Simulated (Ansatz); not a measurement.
Reaction (SMILES): C[C@@H]1CC[C@H](C)C1 → C[C@H]1C[CH][C@@H](C)C1 + H atom (the C-H bond at the site shown breaks; other sites are not compared here)
Structures are relaxed separately at B3LYP-D3(BJ)/def2-TZVP in Ansatz (an electronic-structure program), one conformer each, not searched for the lowest. Frequencies are from Ansatz.

Quantity: bond dissociation energy (0 K, with B3LYP-D3(BJ) harmonic zero-point energies), in eV. Correlated levels leave the core frozen unless marked. UHF or UKS for open shells. Spin-orbit coupling is left out. No relativistic terms. CBS(X,Y): correlation extrapolated as X^-3; Hartree-Fock from the larger set. [CCSD(T)-MP2]/basis is that difference in the basis named.

RI-MP2/CBS(cc-pVTZ,cc-pVQZ)+[CCSD(T)-MP2]/cc-pVTZ (Ansatz) gives 4.14 eV.

### Question
Another calculation gave 3.83 eV. Which level was it?
A) SVWN5/def2-TZVPD (Ansatz)
B) r2SCAN0/def2-TZVPD (Ansatz)
C) wB97M-V/def2-TZVPD (Ansatz)
D) B3LYP/def2-TZVPD (Ansatz)

### Answer
B, r2SCAN0/def2-TZVPD (Ansatz). The others give 4.08 (wB97M-V), 3.95 (B3LYP), 4.35 (SVWN5) eV.
